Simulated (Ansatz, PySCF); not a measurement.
The pair A = HBr (SMILES Br) (first 2 atoms), B = Si2H6 (SMILES [SiH3][SiH3]); geometry from B3LYP-D3(BJ)/def2-TZVP.
(charge 0, multiplicity 1):
```xyz
10

Br    -0.499     0.266    -0.204
H      0.261    -0.571     0.667
Si     0.773    -1.009     3.724
Si    -0.755     0.767     3.823
H      2.068    -0.627     4.336
H      1.043    -1.401     2.313
H      0.242    -2.202     4.425
H     -0.988     1.117     5.245
H     -2.043     0.372     3.207
H     -0.213     1.951     3.117
```

Frozen-core correlation. Filled d and f shells under p-block atoms count as core. MP2 and its Hartree–Fock in def2-QZVPPD are density fitted. Rows in 6-31G* carry no dispersion term and start afresh at each structure (6-31G* with six Cartesian d functions); the Pople sets are all-electron and without relativity. MP2/6-31G* freezes PySCF's default core, which leaves 3d correlated.

Programs: Ansatz (Gaussian orbitals); PySCF for 6-31G* rows. 

Total energies (hartree), monomers frozen at their geometry in the pair:

| structure | B3LYP/def2-TZVPPD | MP2/6-31G* | MP2/def2-QZVPPD |
|---|---|---|---|
| AB | -3157.4339083 | -3154.4144564 | -3154.9144877 |
| A in the pair's basis | -2574.7906869 | -2572.9499159 | -2573.2444250 |
| B in the pair's basis | -582.6440297 | -581.4652831 | -581.6676561 |
| A | -2574.7905400 | -2572.9490032 | -2573.2442448 |
| B | -582.6439832 | -581.4645522 | -581.6675812 |

### Question
Work out the interaction energy without and with the counterpoise correction, and the superposition error, for each level.

### Answer

E(AB) − E(A) − E(B), times 627.509 kcal/mol, with the monomers in their own basis and then in the pair's basis:
- B3LYP/def2-TZVPPD: 0.39 uncorrected, 0.51 corrected; the monomers gain 0.12 kcal/mol from borrowed functions
- MP2/6-31G*: -0.57 uncorrected, 0.47 corrected; the monomers gain 1.03 kcal/mol from borrowed functions
- MP2/def2-QZVPPD: -1.67 uncorrected, -1.51 corrected; the monomers gain 0.16 kcal/mol from borrowed functions

Ansatz is an electronic-structure program.
